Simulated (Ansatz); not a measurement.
Reaction (redistribution): `[F][GeH]([SH])[Cl]` + `C[NH][Hf]([F])([F])[F]` → `C[NH][GeH]([F])[Cl]` + `[F][Hf]([F])([F])[SH]`

Computed with Ansatz on PBE0-D4/def2-TZVP structures; ΔE is electronic, products minus reactants. CBS: MP2 limit from def2 TZ/QZ plus the TZ coupled-cluster correction, frozen cores. DFT in def2-TZVPP. Elements past krypton have def2 core potentials. For Ge, Hf outer-core shells are correlated without core-valence functions, which leaves a few kJ/mol of doubt a bond. Scalar relativity is left out up to krypton. Each species was taken in one conformer, which may not be the lowest.

(1) Is it downhill or uphill in electronic energy at CCSD(T)/CBS, and by how much? (An estimate is asked.)

(2) What do these levels give: r2SCAN-D4, B97M-V, CAM-B3LYP-D4, revPBE, PBE0, BHLYP, CAM-B3LYP, LC-ωPBE, HF/def2-SVP, CCSD(T)/def2-SVP, MP2/def2-TZVPP, HF/def2-QZVPP? (Estimate.)

Largest T1 diagnostic among the species: 0.016.

Answers

(1) Ansatz gave: Nearly level: ΔE = +2.2 kJ/mol.

(2) Computed: r2SCAN-D4 3.8, B97M-V 2.1, CAM-B3LYP-D4 5.2, revPBE 9.3, PBE0 5.6, BHLYP 3.8, CAM-B3LYP 5.4, LC-ωPBE 3.7, HF/def2-SVP 2.2, CCSD(T)/def2-SVP 11.7, MP2/def2-TZVPP 2.8, HF/def2-QZVPP -4.4 kJ/mol.

From BLYP to BHLYP (50 % exact exchange), in def2-TZVPP and without D4, ΔE moves by −6.4 kJ/mol. Leaving LDA and LC-ωPBE aside and taking each functional with its dispersion term where it has one, the values, not all of them listed here, spread over 7.8 kJ/mol, from B97M-V to BLYP-D4.
